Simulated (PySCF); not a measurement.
**Si sites compared**

Gas-phase molecules, one conformer each, optimised by PBE0-D3(BJ)/def2-SVP. No frequency run checks that these structures are minima. Shifts by GIAO PBE0/pcSseg-1 against computed TMS. Core levels by delta-SCF with SCAN, pcX-2 on the ionised atom and pcseg-1 elsewhere, spin-free X2C (2p3/2 is the spin-free 2p value less a third of a first-order spin-orbit splitting); from the vacuum level. Excitations by CAM-B3LYP/def2-SVPD.

Q: Order these by the shift of Si (ppm), lowest first.
A. O[Si]([SiH3])([SiH3])N[SiH3] (Si bonded to 1 N + 1 O + 2 Si)
B. O[Si]([SiH3])([SiH3])[SiH3] (Si bonded to 1 O + 3 Si)
C. O[Si](N[SiH3])(N[SiH3])N[SiH3] (Si bonded to 3 N + 1 O)
D. O[Si]([SiH3])(N[SiH3])N[SiH3] (Si bonded to 2 N + 1 O + 1 Si)

A: C (-42.2), D (-14.7), B (-1), A (6).

Q: Give the other values.

A: 
| structure (SMILES) | Si bonded to | shift of Si (ppm) | core level of Si (eV) | lowest singlet (eV) |
| --- | --- | --- | --- | --- |
| O[Si]([SiH3])(N[SiH3])N[SiH3] | 2 N + 1 O + 1 Si | -14.7 | 107.15 | 6.47 |
| O[Si]([SiH3])([SiH3])N[SiH3] | 1 N + 1 O + 2 Si | 6.0 | 106.87 | 5.91 |
| O[Si](N[SiH3])(N[SiH3])N[SiH3] | 3 N + 1 O | -42.2 | 107.49 | 6.51 |
| O[Si]([SiH3])([SiH3])[SiH3] | 1 O + 3 Si | -1.0 | 106.55 | 5.39 |
